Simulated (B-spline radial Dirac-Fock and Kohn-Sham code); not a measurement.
Z = 54 (xenon), transition energy 298 keV. Calculated with a B-spline atomic structure program, using a Dirac-Hartree-Slater potential of the neutral atom with a Latter tail (no hole, which puts coefficients of high multipoles low close above an edge), finite nucleus with surface currents. Subshells that would emit electrons below 1 keV are left out.

Task: A pure transition shows α(K) = 0.119, L1/L2 = 0.872 and L1/L3 = 1.36. What is its multipolarity?
A. M3
B. E4
C. M2
D. M1
E. E2
F. M4
G. E1
H. E3

Result: H. For comparison, α(K), L1/L2, L1/L3 are E1 0.00919, 15.5, 12.1; E2 0.0352, 2.98, 3.63; E4 0.393, 0.369, 0.645; M1 0.0359, 17.9, 74.7; M2 0.153, 10.5, 20.8; M3 0.569, 6.83, 5.88; M4 2.09, 4.92, 2.63.
